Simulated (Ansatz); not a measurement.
C$_{4}$H$_{9}$OSn, charge +1, singlet, at a GFN2-xTB geometry (such geometries of metal compounds can be far from the true shape) (all electrons, no relativity); CASSCF(2,3)/STO-3G (Ansatz, a program for electronic structure).

Ansatz was given this input:
Ansatz 0.2 input:
```yaml
crystal:
  periodic: [false, false, false]
  atoms:
    - {symbol: Sn, position_ang: [0.57658718, 0.99404540, 0.99352640]}
    - {symbol: O, position_ang: [-0.13903498, -0.23969850, -0.23957335]}
    - {symbol: C, position_ang: [-0.69061190, -1.19062581, -1.19000418]}
    - {symbol: C, position_ang: [0.35884723, -2.27347485, -1.39929163]}
    - {symbol: C, position_ang: [-1.96462899, -1.75128201, -0.57334155]}
    - {symbol: C, position_ang: [-0.97518320, -0.42486749, -2.47466798]}
    - {symbol: H, position_ang: [0.00534395, -3.02014897, -2.10415309]}
    - {symbol: H, position_ang: [0.57608813, -2.75600996, -0.44548498]}
    - {symbol: H, position_ang: [1.27333921, -1.82130088, -1.78532788]}
    - {symbol: H, position_ang: [-1.72466595, -2.23892384, 0.37238783]}
    - {symbol: H, position_ang: [-2.42837894, -2.47317859, -1.23901249]}
    - {symbol: H, position_ang: [-2.66474187, -0.93623147, -0.38541753]}
    - {symbol: H, position_ang: [-0.04764524, 0.00922825, -2.85018772]}
    - {symbol: H, position_ang: [-1.68497224, 0.37721155, -2.26815019]}
    - {symbol: H, position_ang: [-1.39198492, -1.08382701, -3.23055499]}
basis:
  gaussian:
    orbitals: STO-3G
hamiltonian:
  xc: hf
total_charge: 1
magnetization: {spin_polarized: false}
correlation: {active_space: {window: {electrons: 2, orbitals: 3}}}
```

It wrote (shortened):

```
Functional definition: HF
850 factors; integrals over basis functions are off by at most 4.1e-5 eV
mean field evaluation 1: about -168484.8547 eV, gradient 3.2e1 eV
mean field evaluation 2: about -168485.2365 eV, gradient 3.2e1 eV
mean field evaluation 4: about -168489.8341 eV, gradient 2.7e0 eV
mean field evaluation 8: about -168489.8702 eV, gradient 2.6e-4 eV
mean field -168489.87019618 eV, -6191.8885231737 hartree, gradient 3.0e-6 eV, S^2 0.000000; 0 other end points of the search recorded, 0 dependent functions left out
reference -168489.87019618 eV, -6191.8885231737 hartree; 45, 45 occupied and 16, 16 virtual orbitals, 850 factors
state -168490.40335007 eV, -6191.9081162178 hartree
Total energy: -168490.40335007 eV, -6191.9081162178 hartree
```
